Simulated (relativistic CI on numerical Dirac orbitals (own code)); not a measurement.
# How well does a small relativistic CI reproduce Co⁷⁺?

Method of calculation: Dirac-Coulomb-Breit CI, KLI orbitals optimised for each configuration, model QED (radiative potential, 1s self-energy scaled to tabulated hydrogen-like ionisation energies), valence Slater integrals scaled by 0.9, configuration energies shifted to the measured levels that pair with them (semi-empirical) (own radial code, finite nucleus).

Configuration list (outside the closed core [Ne]): 3s2.3p6.3d2, 3s2.3p6.3d.4p, 3s2.3p5.3d3, 3s2.3p6.3d.4f, 3s2.3p6.3d.5f, 3s2.3p6.3d.4s, 3s2.3p4.3d4, 3s.3p6.3d3, 3s2.3p6.4s2, 3s2.3p6.3d.4d, 3s2.3p6.4s.4p, 3p6.3d4, 3s2.3p6.4p2, 3s2.3p6.3d.5s, 3s2.3p6.4s.4d, 3s2.3p6.3d.5p, 3s2.3p6.4p.4d, 3s2.3p6.3d.5d, 3s2.3p5.3d2.4s, 3s.3p5.3d4, 3s2.3p6.3d.5g, 3s2.3p5.3d.4s2, 3s2.3p6.4d2, 3s2.3p5.3d2.4p, 3s2.3p4.3d3.4s, 3s2.3p5.3d.4s.4p, 3s2.3p4.3d3.4p, 3s2.3p5.3d.4p2, 3s2.3p5.3d2.4d, 3s2.3p5.3d.4s.4d. Levels of other configurations are missing.

```csv
Configuration,Term (tabulated),J,Measured (cm⁻¹),Computed,Error,Purity (%)
3s2.3p6.3d2,3F,2,0.0,0,0,98
3s2.3p6.3d2,3F,3,1430.0,1402,-28,98
3s2.3p6.3d2,3F,4,3144.0,3087,-57,98
3s2.3p6.3d2,1D,2,19624.0,18732,-892,89
3s2.3p6.3d2,3P,0,22304.0,21670,-634,98
3s2.3p6.3d2,3P,1,22839.0,22206,-633,98
3s2.3p6.3d2,3P,2,24055.0,23363,-692,90
3s2.3p6.3d2,1G,4,32360.0,32387,27,98
3s2.3p6.3d2,1S,0,74247.0,68700,-5547,97
3s2.3p6.3d.4p,1D°,2,542430.0,541636,-794,78
3s2.3p6.3d.4p,3D°,1,542701.0,543055,354,95
3s2.3p6.3d.4p,3D°,2,544314.0,544460,146,88
3s2.3p6.3d.4p,3D°,3,545834.0,545889,55,85
3s2.3p6.3d.4p,3F°,2,547400.0,546635,-765,81
3s2.3p6.3d.4p,3F°,3,548799.0,548336,-463,86
3s2.3p6.3d.4p,3F°,4,551524.0,551012,-512,97
3s2.3p6.3d.4p,3P°,1,554082.0,554137,55,92
3s2.3p6.3d.4p,3P°,0,554287.0,554397,110,97
3s2.3p6.3d.4p,3P°,2,554998.0,554944,-54,95
3s2.3p6.3d.4p,1F°,3,557736.0,558368,632,96
3s2.3p6.3d.4p,1P°,1,563271.0,562617,-654,92
3s2.3p5.3d3,3P° †,0,612076.0,613766,1690,96
3s2.3p5.3d3,3P° †,1,613869.0,613869,0,66
3s2.3p5.3d3,3P° †,2,619010.0,613305,-5705,64
3s2.3p6.3d.4f,3F°,2,812862.0,815167,2305,77
3s2.3p6.3d.4f,3F°,4,814130.0,816599,2469,58
3s2.3p6.3d.4f,3G°,3,817839.0,816905,-934,62
3s2.3p6.3d.4f,1D°,2,818633.0,821268,2635,71
3s2.3p6.3d.4f,3G°,4,818958.0,818023,-935,70
3s2.3p6.3d.4f,3G°,5,819657.0,818681,-976,91
3s2.3p6.3d.4f,3D°,1,820599.0,824317,3718,65
3s2.3p6.3d.4f,1F°,3,821881.0,821230,-651,69
3s2.3p6.3d.4f,3P°,0,823928.0,824548,620,86
3s2.3p6.3d.4f,1H°,5,827140.0,826216,-924,92
3s2.3p6.3d.5f,1G°,4,977281.0,977264,-17,74
3s2.3p6.3d.5f,3F° †,2,978005.0,978029,24,85
3s2.3p6.3d.5f,3F° †,3,978307.0,978078,-229,69
3s2.3p6.3d.5f,3F°,4,979360.0,979377,17,81
```

Measured levels from Sugar and Corliss, J. Phys. Chem. Ref. Data 10, 1097 (1981); pairs were made by configuration, J and term (by order where the table uses no LS term), so strongly mixed levels may be paired wrongly.

Mean error by configuration (cm⁻¹): 3s2.3p6.3d2 -1057; 3s2.3p6.3d.4p -158; 3s2.3p6.3d.4f 733; 3s2.3p6.3d.5f 0. Over the excited levels the mean absolute error is 916 cm⁻¹ (37 of the 59 excited levels that our extract of the source holds in range could be paired, and the others can miss by more), and the median relative error of those above 1,000 cm⁻¹ is 0.11 %, both after the shifts were fitted to these levels, so that a configuration with one level shows no error. † marks terms whose computed intervals miss the measured ones by more than a factor of 2.5, or configurations far off the rest, from wrong mixing, a near crossing or a doubtful label or measurement; they are left out of the means.

Configurations whose levels could be paired with our table of measured levels were shifted onto them, all but the ground configuration, by the median error of their levels; single terms can still be off by 1,000 to 2,000 cm⁻¹ or more, and rates follow the energies as ν³ (E1, M1) or ν⁵ (E2). The others borrow a shift and can be off by several thousand cm⁻¹ or more. 37 of the 59 excited levels that our extract of the measured tables holds in this range could be paired (the sources list more); they are missed by 999 cm⁻¹ on average and 5705 at most, after the shifts were fitted to these levels, and levels without a partner can miss by more.

Shifts applied (cm⁻¹): 3s2.3p6.3d2 0; 3s2.3p6.3d.4p -2686; 3s2.3p5.3d3 127120; 3s2.3p6.3d.4f -35980; 3s2.3p6.3d.5f -28271.
